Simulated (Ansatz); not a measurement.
Molecule: MgCl, net charge 1, singlet state. 
Structure (B3LYP-D3(BJ)/def2-TZVP (Ansatz, a quantum-chemistry and plane-wave program) minimum search):
```xyz
2

Mg     0.0000     0.0000    -1.2414
Cl     0.0000     0.0000     0.8763
```
Charge +1, spin multiplicity 1.

Basis-set convergence of Hartree-Fock and CCSD(T) correlation energies (hartree) with Ansatz. Valence correlation only, unless marked. No spin-orbit coupling. Non-relativistic.

```tsv
basis	functions	E(HF)	E(corr, CCSD(T))
def2-SVPD	48	-658.68669	-0.17371
def2-TZVPPD	86	-658.91162	-0.23119
def2-QZVPPD	142	-658.93393	-0.25256
```

Extrapolating the two largest sets (X = 3 and 4) as X^-3: E(corr) = (64·(-0.25256) - 27·(-0.23119))/37 = -0.2682 Eh, an estimate of the basis-set limit. The largest set recovers 94.2 % of it, the smallest 64.8 %.
